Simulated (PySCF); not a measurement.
C2H4NO, SMILES [CH2]C(N)=O, multiplicity 2. Atoms are numbered in the order given.

```xyz
8

C      1.1183    -0.7753     0.3923
C      0.0337     0.1250    -0.0025
N     -1.1739    -0.4798    -0.2939
O      0.1869     1.3510    -0.0753
H      2.0887    -0.3176     0.6269
H      1.0040    -1.8687     0.4616
H     -1.9551     0.1210    -0.5550
H     -1.3282    -1.4826    -0.2132
```
Charge 0, spin multiplicity 2.

The structure is a stationary point at PBE-D3(BJ)/def2-SVP. The isomer is the one that the SMILES or the coordinates give; other isomers of the formula were not compared. The values are those of a single conformer.

Level of theory: PBE/pcH-1 in PySCF.

Unrestricted Kohn–Sham, ⟨S²⟩ = 0.754. Hyperfine tensors hold the contact and dipolar terms, without spin-orbit corrections.

Computed hyperfine couplings:
```
nucleus    A(iso) (MHz)  A(iso) (G)  dipolar principal values (MHz)
---------  ------------  ----------  ------------------------------
13C no. 1          72.0        25.7             -73.6, -73.3, 147.0
13C no. 2         -36.4       -13.0                  -6.7, 1.3, 5.5
14N no. 3          -0.4        -0.1                 -3.1, -2.4, 5.5
17O no. 4          -4.5        -1.6               -43.7, 21.0, 22.7
1H no. 5          -58.0       -20.7               -32.6, -2.1, 34.7
1H no. 6          -56.2       -20.0               -33.2, -2.0, 35.1
1H no. 7           -5.5        -2.0                 -3.9, -2.3, 6.2
1H no. 8           -3.6        -1.3                 -3.6, -1.3, 4.9
```

Task: And the g tensor (effective nuclear charges for spin-orbit coupling, GIAO)? (The exact figures need the calculation; the answer reports its results.)

Result: principal values 2.0022, 2.0036, 2.0054; isotropic 2.0037.
